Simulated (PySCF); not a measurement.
Screening by computed properties: pick the candidate that meets the target.

Each SMILES stands for a single optimised conformer of the isolated species, non-relativistic unless stated; the electronic structure was computed with PySCF and density fitting.

Dipoles, sizes and rotational constants follow the conformer. The torsions of the flexible species, by atom-mapped SMILES:
- `[CH:1]#[C:2][C:3](=[O:4])[NH:5][C:6]([CH3:7])=[S:8]`: C2–C3–N5–C6 180°, C3–N5–C6–C7 0°
- `[CH:1]#[C:2][SiH2:3][c:4]1[cH:5][cH:6][cH:7][cH:8][cH:9]1`: C2–Si3–C4–C5 27°

The conformers of `N#C[C@H]1SCCC1=O` aren't listed.

Question: Wanted: HOMO–LUMO gap above 7 eV (PBE0/def2-SVPD) and lowest triplet excitation (Tamm–Dancoff) above 3 eV (TDA PBE0/def2-SVPD), at GFN2-xTB geometries. Which candidate meets both?
A. `N#C[C@H]1SCCC1=O`
B. `CC=C1CC1`
C. `C#C[SiH2]c1ccccc1`
D. `C(=O)(NC(=S)C)C#C`

Answer: B. Computed values:
```
          species  HOMO–LUMO gap  lowest triplet excitation (Tamm–Dancoff)
C(=O)(NC(=S)C)C#C        4.18 eV                                   2.43 eV
 N#C[C@H]1SCCC1=O        5.66 eV                                   3.66 eV
C#C[SiH2]c1ccccc1        6.74 eV                                   4.09 eV
         CC=C1CC1        7.49 eV                                   4.37 eV
```

Question: Wanted: static isotropic polarisability below 70 au (PBE0/def2-SVPD) and lowest singlet excitation above 3.5 eV (TDDFT PBE0/def2-SVPD), at GFN2-xTB geometries. Which candidate meets both?
A. `C#C[SiH2]c1ccccc1`
B. `C(=O)(NC(=S)C)C#C`
C. `CC=C1CC1`
D. `N#C[C@H]1SCCC1=O`

Answer: C. Computed values:
```csv
species,static isotropic polarisability,lowest singlet excitation
CC=C1CC1,60.9 au,6.78 eV
N#C[C@H]1SCCC1=O,79.8 au,4.15 eV
C(=O)(NC(=S)C)C#C,97.9 au,2.78 eV
C#C[SiH2]c1ccccc1,114.2 au,5.41 eV
```
